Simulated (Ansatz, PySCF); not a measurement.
Reaction (SMILES): O (H2O) -> [OH] (HO) + H atom (the H-O bond at the site shown breaks; other sites are not compared here)
Geometries: B3LYP-D3(BJ)/def2-TZVP minima from Ansatz (an electronic-structure program).

Quantity: bond dissociation energy (enthalpy at 298 K, with B3LYP-D3(BJ) rigid-rotor harmonic-oscillator terms from PySCF), in kJ/mol. Correlated levels leave the core frozen unless marked. Open shells are spin-unrestricted. No spin-orbit coupling. No relativistic terms. Basis-set limits of correlation are two-point, X^-3; Hartree-Fock from the larger set (for Q and 5 zeta extrapolated as (X+1)exp(-9√X)).

| level | program | bond dissociation energy (kJ/mol) |
|---|---|---|
| HF/6-31G* | Ansatz | 312.9 |
| PBE0/def2-TZVPD | Ansatz | 476.1 |
| MP2/CBS(cc-pVQZ,cc-pV5Z) | Ansatz | 515.3 |
| SCS-MP2/cc-pVDZ | Ansatz | 455.0 |
| SCS-MP2/def2-QZVPP | Ansatz | 504.1 |
| CCSD(T)/STO-3G | Ansatz | 387.5 |
| CCSD(T)/cc-pVTZ | Ansatz | 482.3 |
| CCSD(T)/aug-cc-pVQZ | Ansatz | 494.2 |
| CCSD(T)/cc-pV5Z | Ansatz | 494.9 |
| CCSD(T)/CBS(cc-pVQZ,cc-pV5Z) | Ansatz | 497.4 |
